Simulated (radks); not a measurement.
Results of a calculation; reference values are marked as such.
Question: Hg, configuration [Hg] (the NIST ground configuration). Level of theory: scalar-relativistic Kohn-Sham, PBEsol, spin-polarised, spherical densities, point nucleus (a radial shooting solver on a logarithmic mesh with Libxc functionals). Some entries of the table are withheld. Estimate them.

| orbital | occ. | eigenvalue (hartree) | <r^2> (bohr^2) | <r> (bohr) |
|---|---|---|---|---|
| 1s | 2 | -3056.042 | 0.0003807 | 0.01659 |
| 2s | 2 | -541.6349 | 0.005796 | 0.06993 |
| 2p | 6 | -467.0419 | 0.004899 | 0.06329 |
| 3s | 2 | -128.5244 | 0.03735 | 0.1807 |
| 3p | 6 | -106.9791 | 0.03850 | 0.1822 |
| 3d | 10 | -84.32394 | 0.03188 | 0.1651 |
| 4s | 2 | -28.24582 | (1) | 0.3993 |
| 4p | 6 | -21.18309 | 0.2058 | 0.4256 |
| 4d | 10 | -12.81055 | 0.2329 | 0.4490 |
| 5s | 2 | -4.34552 | 0.9108 | 0.9010 |
| 4f | 14 | -3.52641 | 0.2811 | 0.4826 |
| 5p | 6 | -2.44505 | 1.222 | 1.039 |
| 5d | 10 | -0.36307 | 2.690 | 1.500 |
| 6s | 2 | (2) | 8.271 | 2.681 |

Answer: 
(1) 4s <r^2> (bohr^2): 0.1799
(2) 6s eigenvalue (hartree): -0.25234
